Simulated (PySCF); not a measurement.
Simulated characterisation data

Theoretical values (PySCF 2.14.0 with density-fitted response routines): GFN2-xTB geometry, shielding tensors at PBE0/pcSseg-1 (GIAO). Fast rotation and ring inversion assumed for equivalent nuclei, no relativistic terms, a single conformation, in vacuum.

Referencing at the same level of theory: TMS for 1H (31.72 ppm), 13C (186.93 ppm). Splittings of carbon signals by F and P are missing where no couplings were computed. Where no couplings were computed, multiplicities follow the n + 1 count of equivalent neighbours, and m marks all less simple cases (inequivalent or close neighbours, rings, F or P nearby). Shifts are as computed. Against solution values, carbons near 30 ppm lie about +3 ppm off and those near 130 ppm about +5 ppm; carbons on Cl a further +6 ppm. Of 1211 compounds with measured shifts, 218 miss one by over three times the rms of a fit or turn the order of signals round; such compounds aren't used in these exercises. Carbons bonded to Cl come out too deshielded.

**1.** SMILES O=Cc1coc(CC[SiH3])n1, C6H9NO2Si. 1H NMR (500 MHz, computed): δ 10.26 (s, 1H), 8.38 (s, 1H), 3.50 (t, 3H), 3.22 (t, 2H), 1.20 (m, 2H). 13C{1H} NMR (computed): δ 192.1, 170.1, 149.2, 147.0, 29.8, 10.2.

**2.** `InChI=1S/C5H5ClFNO2/c1-2-9-4-3(7)8-5(6)10-4/h2H2,1H3`. 1H NMR (500 MHz, computed): δ 4.47 (q, 2H), 1.46 (t, 3H). 13C{1H} NMR (computed): δ 148.0 (C), 143.4 (C), 134.4 (C), 68.2 (CH2), 17.3 (CH3).
